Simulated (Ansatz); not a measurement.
Two isomers of C3H8Si2: A = `C#C[SiH2][SiH2]C`, B = `CC1=C[SiH2][SiH2]1`.

Gas-phase electronic energies from Ansatz, PBE0-D4/def2-TZVP geometries. CCSD(T)/CBS is the MP2 limit (def2-TZVPP, def2-QZVPP) plus CCSD(T) − MP2 in def2-TZVPP, frozen cores. DFT in def2-TZVPP. B3LYP here is the variant with VWN-RPA as its local correlation; programs differ in this. Each species was taken in one conformer, which may not be the lowest.

A:

```xyz
13

C    -0.0275    2.0626    2.1861
C    -0.5788    1.1257    1.6620
Si   -1.3542   -0.2840    0.7953
Si   -0.3130   -0.5094   -1.2907
C     1.5441   -0.6610   -1.0856
H     0.4522    2.8902    2.6565
H    -1.1644   -1.5029    1.6273
H    -2.8125   -0.0246    0.6670
H    -0.6536    0.6843   -2.1143
H    -0.8688   -1.7093   -1.9793
H     1.9390    0.2100   -0.5583
H     1.7993   -1.5524   -0.5087
H     2.0379   -0.7291   -2.0573
```

B:

```xyz
13

C    -1.530   -0.449    1.237
C    -0.397   -0.075    0.344
C     0.270    1.101    0.360
Si    1.573    0.981   -0.979
Si    0.451   -1.053   -1.035
H    -2.421   -0.692    0.650
H    -1.287   -1.347    1.814
H    -1.783    0.354    1.935
H     0.018    1.902    1.058
H     2.985    1.043   -0.508
H     1.430    1.946   -2.104
H    -0.432   -1.404   -2.184
H     1.123   -2.307   -0.588
```

Which isomer does CCSD(T)/CBS put lower? Give the gap. (Best estimate.)

Ansatz gave: B, by 37.4 kJ/mol.

Give E(B) − E(A) in kJ/mol with ωB97M-V, B3LYP-D4, MP2/def2-TZVPP, HF/def2-TZVPP, CCSD(T)/def2-TZVPP, r2SCAN-D4, CCSD/def2-TZVPP. (Estimate.)

Computed: ωB97M-V -44.9, B3LYP-D4 -37.2, MP2/def2-TZVPP -35.8, HF/def2-TZVPP -19.9, CCSD(T)/def2-TZVPP -36.9, r2SCAN-D4 -48.0, CCSD/def2-TZVPP -34.2. None reverses the order clearly.

Largest T1 diagnostic: 0.012.

From PBE to PBE0 (25 % exact exchange), in def2-TZVPP and without D4, E(B) − E(A) moves by −6.0 kJ/mol. In def2-TZVPP, CCSD(T) changes the Hartree–Fock value by −17.0 kJ/mol (the triples alone add −2.7 kJ/mol) and MP2 by −15.9 kJ/mol.
